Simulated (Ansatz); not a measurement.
`C[CH](C)[Al]([Cl])[CH](C)C` + `CC(C)(C)C` → `CC(C)CC(C)(C)C` + `C[CH](C)[AlH][Cl]`  (formal exchange of groups at a C–Al bond)

Isolated molecules relaxed with PBE0-D4/def2-TZVP in Ansatz; ΔE leaves out vibrations. CBS: MP2 limit from def2 TZ/QZ plus the TZ coupled-cluster correction, frozen cores. DFT in def2-TZVPP. B3LYP here is the variant with VWN-RPA as its local correlation; programs differ in this. HSE06 is defined as in plane-wave codes. One conformer a species, not always the lowest.

```json
{"level": "revPBE-D4", "ΔE (kJ/mol)": "35.3", "difference from CCSD(T)/CBS": "3.7"}
{"level": "B97M-V", "ΔE (kJ/mol)": "24.0", "difference from CCSD(T)/CBS": "-7.6"}
{"level": "B3LYP-D4", "ΔE (kJ/mol)": "38.2", "difference from CCSD(T)/CBS": "6.6"}
{"level": "CAM-B3LYP-D4", "ΔE (kJ/mol)": "33.9", "difference from CCSD(T)/CBS": "2.3"}
{"level": "ωB97X-V", "ΔE (kJ/mol)": "30.9", "difference from CCSD(T)/CBS": "-0.7"}
{"level": "ωB97M-V", "ΔE (kJ/mol)": "33.5", "difference from CCSD(T)/CBS": "1.9"}
{"level": "PBE0", "ΔE (kJ/mol)": "39.3", "difference from CCSD(T)/CBS": "7.7"}
{"level": "HSE06", "ΔE (kJ/mol)": "39.6", "difference from CCSD(T)/CBS": "8.0"}
{"level": "CAM-B3LYP", "ΔE (kJ/mol)": "36.3", "difference from CCSD(T)/CBS": "4.7"}
{"level": "LC-ωPBE", "ΔE (kJ/mol)": "37.0", "difference from CCSD(T)/CBS": "5.4"}
{"level": "RPA@PBE/def2-TZVPP", "ΔE (kJ/mol)": "27.3", "difference from CCSD(T)/CBS": "-4.3"}
{"level": "CCSD(T)/def2-SVP", "ΔE (kJ/mol)": "23.0", "difference from CCSD(T)/CBS": "-8.6"}
{"level": "HF/def2-TZVPP", "ΔE (kJ/mol)": "35.0", "difference from CCSD(T)/CBS": "3.4"}
{"level": "MP2/def2-TZVPP", "ΔE (kJ/mol)": "31.3", "difference from CCSD(T)/CBS": "-0.3"}
{"level": "HF/def2-QZVPP", "ΔE (kJ/mol)": "34.8", "difference from CCSD(T)/CBS": "3.2"}
{"level": "CCSD/CBS(def2)", "ΔE (kJ/mol)": "32.1", "difference from CCSD(T)/CBS": "0.5"}
{"level": "CCSD(T)/CBS", "ΔE (kJ/mol)": "31.6", "difference from CCSD(T)/CBS": "0"}
```

Largest T1 diagnostic among the species: 0.009.

Leaving LDA and LC-ωPBE aside and taking each functional with its dispersion term where it has one, the values, not all of them listed here, spread over 15.7 kJ/mol, from B97M-V to BLYP-D4. LDA lies −16.0 kJ/mol from PBE without D4. From PBE to PBE0 (25 % exact exchange), in def2-TZVPP and without D4, ΔE moves by −3.4 kJ/mol.
